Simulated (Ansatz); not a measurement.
Worked example: the enthalpy of formation of PbO (SMILES [O][Pb])

The species is PbO (2 atoms), meant as a singlet with charge 0. SMILES: `[O][Pb]`. The bond length is the measured one.

```xyz
2

O     0.0000    0.0000    0.0000
Pb    0.0000    0.0000    1.9218
```

Total energies at HF/def2-SVP (core potential) (Ansatz 0.2.0); the atoms run unrestricted:

```tsv
species	state	energy (Eh)
PbO	singlet	-266.566774
O	triplet	-74.720101
Pb	singlet	-191.778680
```

Harmonic wavenumbers at wB97M-V/def2-TZVPD, in cm⁻¹: 809.

Measured heats of formation of the gaseous atoms at 298.15 K, in kJ/mol: O 249.2, Pb 195.2. Spin-orbit lowering of the atoms at 298 K (mean of the ground term's levels less their thermal mean, from spectra), in kJ/mol: O 0.40, Pb 101.96. Take 1 Eh = 2625.50 kJ/mol, 1 cm⁻¹ = 0.0119627 kJ/mol, RT = 2.479 kJ/mol.

Question: Work out the heat of formation of the gas at 298 K.

Answer: 
1. Electronic atomisation energy: (-74.720101) + (-191.778680) − (-266.566774) = 0.067993 Eh = 178.5 kJ/mol.
2. Zero-point energy: half the sum of the wavenumbers, 404.5 cm⁻¹ = 4.8 kJ/mol.
3. Thermal vibrational enthalpy, Σ hcν̃/(exp(hcν̃/kT) − 1): 0.2 kJ/mol. Translation, rotation and pV of a linear molecule: 3.5 RT = 8.7 kJ/mol.
4. The 2 free atoms carry 5/2 RT each: 12.4 kJ/mol.
5. Spin-orbit coupling lowers the free atoms by 0.40 + 101.96 = 102.4 kJ/mol.
6. Atomisation enthalpy at 298 K: 178.5 − 102.4 − 4.8 − 0.2 − 8.7 + 12.4 = 74.8 kJ/mol.
7. Sum of the atoms' heats of formation: 444.4 kJ/mol. Heat of formation: 444.4 − 74.8 = +369.6 kJ/mol.

No measured value is set beside it here. Hartree–Fock leaves out correlation, which is larger in the molecule than in the atoms, so it underbinds and puts the heat of formation too high. Anharmonicity and any spin-orbit splitting of the molecule are left out.
